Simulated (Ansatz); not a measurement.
Total energies of [Cu(NH3)3]+ (CuN₃H₉⁺) from Ansatz at PBE-D4/def2-TZVP, gas phase (1 Eh = 27.2114 eV = 2625.5 kJ/mol). The reference geometry is relaxed at PBE-D4/def2-SVP.

```json
{"state": "charge 1 singlet", "geometry": "reference", "energy (Eh)": "-1809.70471"}
{"state": "charge 2 doublet", "geometry": "reference", "energy (Eh)": "-1809.23847"}
{"state": "charge 0 doublet", "geometry": "reference", "energy (Eh)": "-1809.82239"}
```

Task: Work out the vertical ionisation energy to the doublet.

Result: E(charge 2 doublet) − E(charge 1 singlet) = -1809.23847 − (-1809.70471) = 0.46624 Eh = 12.69 eV. For comparison, −ε of the highest occupied level is 8.37 eV at this level, 4.32 eV less.

Task: Work out the vertical electron affinity, to the doublet.

Result: E(charge 1 singlet) − E(charge 0 doublet) = -1809.70471 − (-1809.82239) = 0.11768 Eh = 3.20 eV.

Task: Give the fundamental gap IE − EA, the Mulliken electronegativity (IE + EA)/2 and the hardness (IE − EA)/2.

Result: From the values in Eh: IE − EA = 0.46624 − 0.11768 = 0.34856 Eh = 9.48 eV; (IE + EA)/2 = 7.94 eV; (IE − EA)/2 = 4.74 eV. The HOMO–LUMO gap of the same run is 3.26 eV, 6.22 eV smaller than the fundamental gap.
